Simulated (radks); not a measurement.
Species: Cd0.75+. Configuration: [Kr] 4d10 5s(up 1, down 0.25) (fractional occupations, a model configuration). Calculated with a radial shooting solver on a logarithmic mesh with Libxc functionals: scalar-relativistic Kohn-Sham, LDA (Slater exchange, Perdew-Wang correlation), spin-polarised, spherical densities, finite nucleus; Fermi nuclear charge, rms radius 4.6087 fm. Some entries of the table are withheld. Estimate them.

| orbital | occ. | eigenvalue (Ry) | r(max) (bohr) | <1/r> (bohr^-1) |
|---|---|---|---|---|
| 1s up | 1 | -1947.607 | 0.01970 | 50.58 |
| 1s down | 1 | -1947.605 | 0.01970 | 50.58 |
| 2s up | 1 | -289.6208 | 0.1114 | 11.51 |
| 2s down | 1 | -289.6203 | 0.1114 | 11.51 |
| 2p up | 3 | -260.1017 | 0.08900 | 11.11 |
| 2p down | 3 | -260.1012 | 0.08900 | 11.11 |
| 3s up | 1 | -54.33173 | 0.3243 | 4.056 |
| 3s down | 1 | -54.33056 | 0.3243 | 4.056 |
| 3p up | 3 | -44.64612 | 0.3173 | 3.866 |
| 3p down | 3 | -44.64495 | 0.3173 | 3.866 |
| 3d up | 5 | -29.43601 | 0.2655 | 3.641 |
| 3d down | 5 | -29.43506 | 0.2655 | 3.641 |
| 4s up | 1 | -8.26083 | 0.7944 | (1) |
| 4s down | 1 | -8.25887 | 0.7944 | (2) |
| 4p up | 3 | -5.40674 | 0.8443 | 1.420 |
| 4p down | 3 | -5.40365 | 0.8443 | 1.420 |
| 4d up | 5 | -1.35801 | 0.9813 | (3) |
| 4d down | 5 | -1.34638 | 0.9802 | (4) |
| 5s up | 1 | -0.86328 | 2.253 | 0.4785 |
| 5s down | 0.25 | -0.82149 | 2.244 | 0.4780 |

Answer. 
(1) 4s up <1/r> (bohr^-1): 1.577
(2) 4s down <1/r> (bohr^-1): 1.577
(3) 4d up <1/r> (bohr^-1): 1.056
(4) 4d down <1/r> (bohr^-1): 1.061
